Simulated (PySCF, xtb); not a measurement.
CBr2ClF, SMILES FC(Cl)(Br)Br.

GFN2-xTB (xtb 6.7.1) at its own geometry gives an orbital gap of 3.89 eV and a dipole moment of 2.45 D.

Geometry optimised at TPSSh-D3(BJ)/def2-SVP.

### Question
What does r2SCAN/def2-TZVP in PySCF give? (The exact figures need the calculation; the answer reports its results.)

### Answer
gap 4.46 eV (levels -7.49 and -3.03 eV), dipole 0.27 D.
